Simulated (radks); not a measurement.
All-electron atom: Cs III in [Kr] 4d10 5s2 5p5.

Method: scalar-relativistic Kohn-Sham, r2SCAN, spin-polarised, spherical densities, finite nucleus; open shells are filled with parallel spins first (spin-orbit coupling, left out, can overturn this in heavy ions); meta-GGA in the generalised Kohn-Sham scheme; Fermi nuclear charge, rms radius 4.8041 fm; hard spherical wall at 12 bohr; computed with a radial shooting solver on a logarithmic mesh with Libxc functionals.

Energy parts (Ry):
| part | energy |
|---|---|
| total | -15573.2779 |
| kinetic | 16408.0558 |
| electron-nucleus | -37618.4161 |
| Hartree | 6021.2825 |
| exchange-correlation | -384.2001 |

Orbitals (lengths in bohr, moments of r in powers of bohr; <r^-3> diverges for s and p1/2):
| orbital | occ. | eigenvalue (Ry) | <r> | <r^-3> |
|---|---|---|---|---|
| 1s up | 1 | -2636.859 | 0.02611 | - |
| 1s down | 1 | -2636.853 | 0.02611 | - |
| 2s up | 1 | -416.0014 | 0.1121 | - |
| 2s down | 1 | -416.0005 | 0.1121 | - |
| 2p up | 3 | -373.0729 | 0.09822 | 6588 |
| 2p down | 3 | -373.0692 | 0.09822 | 6588 |
| 3s up | 1 | -87.99388 | 0.2984 | - |
| 3s down | 1 | -87.99107 | 0.2984 | - |
| 3p up | 3 | -74.09324 | 0.2966 | 1289 |
| 3p down | 3 | -74.08933 | 0.2966 | 1289 |
| 3d up | 5 | -53.71601 | 0.2735 | 176.6 |
| 3d down | 5 | -53.71183 | 0.2735 | 176.6 |
| 4s up | 1 | -17.81196 | 0.6952 | - |
| 4s down | 1 | -17.80295 | 0.6953 | - |
| 4p up | 3 | -13.34156 | 0.7395 | 260.5 |
| 4p down | 3 | -13.33338 | 0.7394 | 260.3 |
| 4d up | 5 | -6.81227 | 0.8363 | 28.39 |
| 4d down | 5 | -6.80079 | 0.8350 | 28.43 |
| 4f up | 0 | -0.49147 | 1.990 | 1.526 |
| 4f down | 0 | -0.45003 | 2.084 | 1.516 |
| 5s up | 1 | -3.22547 | 1.716 | - |
| 5s down | 1 | -3.14936 | 1.717 | - |
| 5p up | 3 | -2.17814 | 1.980 | 34.17 |
| 5p down | 2 | -2.10378 | 1.988 | 33.99 |
| 5d up | 0 | -0.86725 | 2.824 | 2.345 |
| 5d down | 0 | -0.81528 | 2.916 | 2.170 |
| 6s up | 0 | -0.77541 | 4.128 | - |

The highest occupied level is 5p down at -28.623 eV. Spin moment in Bohr magnetons: 1. The density falls to 0.001 e/bohr^3 at r = 3.79 bohr.
